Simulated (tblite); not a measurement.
Species: C₇H₁₀SSi.
Numbering: `[CH:1]#[C:2][CH2:3][C@@:4]([CH3:5])([C:6]#[CH:7])[S:8][SiH3:9]` (hydrogens: H10 on C1; H11, H12 on C3; H13, H14, H15 on C5; H16 on C7; H17, H18, H19 on Si9)

Structure used (GFN2-xTB), in Å, numbered top down from 1:
```xyz
19
C7H10SSi angstrom
C      3.3731    1.0967   -0.4135
C      2.4316    0.5057   -0.8560
C      1.2799   -0.2129   -1.3577
C      0.0992   -0.1481   -0.3710
C      0.4555   -0.7933    0.9622
C     -0.3260    1.2195   -0.1907
C     -0.7154    2.3450   -0.0647
S     -1.2863   -1.1006   -1.2008
Si    -2.9178   -0.9964    0.1757
H      4.2083    1.6150   -0.0480
H      1.5427   -1.2612   -1.5231
H      0.9702    0.2171   -2.3139
H      1.3468   -0.3146    1.3669
H     -0.3581   -0.6778    1.6764
H      0.6568   -1.8537    0.8211
H     -1.0317    3.3380    0.0540
H     -3.0346    0.3745    0.6499
H     -2.6692   -1.9134    1.2851
H     -4.0347   -1.4304   -0.6442
```

Computed values, GFN2-xTB/tblite, gas phase, harmonic and unscaled. The method is semi-empirical: single wavenumbers can be off by several per cent or more. Modes of hydrogen on silicon can be 10 to 20 % off. One conformer, not necessarily the lowest.

Harmonic wavenumbers (cm⁻¹): 42.7, 62.9, 93.1, 110.2, 126.5, 151.4, 177.5, 230.6, 235.9, 295.4, 303.3, 342.3, 393.0, 419.2, 481.6, 527.4, 539.1, 572.3, 608.9, 638.1, 652.0, 666.4, 711.9, 747.9, 780.2, 791.8, 814.7, 911.3, 968.0, 1013.5, 1067.4, 1102.4, 1164.5, 1244.1, 1284.0, 1399.1, 1438.6, 1481.3, 1485.1, 2274.8, 2282.7, 2295.1, 2334.7, 2367.4, 2958.2, 2973.4, 3017.1, 3025.1, 3029.0, 3396.7, 3399.8.

A = 2251, B = 713.7, C = 645.9 MHz; mass 154.027 u (most abundant isotopes); point group C1, symmetry number 1.

What is the zero-point energy?

Half the sum of the wavenumbers: 29715 cm⁻¹ = 355.47 kJ/mol.

Give the ideal-gas entropy at 200 K and 1 bar in the rigid-rotor, harmonic-oscillator model (classical rotation).

Translation 163.38, rotation 121.03, vibration 109.52: S = 393.9 J/(mol K).

And Cp and H(200 K) − H(0)?

Cp = 152.05 J/(mol K), of which vibrations give 118.79 (their classical limit is 51 R = 424.0); H(200 K) − H(0) = 18.69 kJ/mol without the zero-point energy, 12.04 from vibrations.

How do the functions run with temperature in this model?

```json
{"T (K)": "100", "S (J/(mol K))": "309.9", "Cp (J/(mol K))": "95.8", "H − H(0) (kJ/mol)": "6.25", "G − H(0) (kJ/mol)": "-24.74", "ln q(vib)": "2.32"}
{"T (K)": "300", "S (J/(mol K))": "465.1", "Cp (J/(mol K))": "200.6", "H − H(0) (kJ/mol)": "36.41", "G − H(0) (kJ/mol)": "-103.12", "ln q(vib)": "9.51"}
{"T (K)": "500", "S (J/(mol K))": "585.0", "Cp (J/(mol K))": "269.2", "H − H(0) (kJ/mol)": "83.95", "G − H(0) (kJ/mol)": "-208.56", "ln q(vib)": "16.30"}
{"T (K)": "800", "S (J/(mol K))": "726.1", "Cp (J/(mol K))": "330.5", "H − H(0) (kJ/mol)": "174.71", "G − H(0) (kJ/mol)": "-406.16", "ln q(vib)": "25.31"}
{"T (K)": "1000", "S (J/(mol K))": "802.9", "Cp (J/(mol K))": "357.8", "H − H(0) (kJ/mol)": "243.68", "G − H(0) (kJ/mol)": "-559.25", "ln q(vib)": "30.62"}
```

q(vib) and H(0) count from the zero-point level.

Which modes carry the vibrational entropy at 200 K?

42.7 cm⁻¹: 18.16; 62.9 cm⁻¹: 14.98; 93.1 cm⁻¹: 11.80; 110.2 cm⁻¹: 10.46; 126.5 cm⁻¹: 9.38; 151.4 cm⁻¹: 8.00 J/(mol K); the other 45 give 36.73 together.

What must be added to the electronic energy to get the Gibbs energy at 200 K and 1 bar?

ZPE + [H(200 K) − H(0)] − T·S = 355.47 + 18.69 − 78.78 = 295.38 kJ/mol.

Hindered rotation and anharmonicity are outside this model. Other conformers, if any are populated, would add a mixing term that is left out. The structure is chiral; the term R ln 2 for an equal mix with its mirror image is left out.
